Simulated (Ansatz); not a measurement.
Mulliken charges of BFH5NOSi, SMILES `N[SiH2]OBF` from ωB97M-V/def2-TZVPP in Ansatz (PBE0-D4/def2-TZVP geometry).

```tsv
atom	x (Å)	y (Å)	z (Å)	charge (e)
N1	-2.005	-0.164	0.389	-0.362
Si2	-0.336	-0.455	0.491	0.433
O3	0.547	0.489	-0.564	-0.357
B4	1.848	0.628	-0.845	0.362
F5	2.757	-0.105	-0.200	-0.259
H6	-2.421	0.659	0.791	0.119
H7	-2.554	-0.520	-0.377	0.119
H8	-0.091	-1.868	0.126	-0.036
H9	0.108	-0.116	1.862	-0.036
H10	2.230	1.401	-1.671	0.017
```

Q: By hand: the dipole of these point charges (1 e Å = 4.8032 D).

A: Σ q r = (-0.215, 0.054, -0.032) e Å, of length 0.224 e Å = 1.08 D.

Q: How does the dipole of the full density compare? (Best estimate.)

A: Computed: (-0.462, 0.096, -0.046) e Å, 2.28 D; the point charges give 0.47 times that, at 4° from its direction.

Point charges leave out the atoms' own dipoles, such as those of lone pairs, and Mulliken's split depends on the basis, so the two needn't agree.
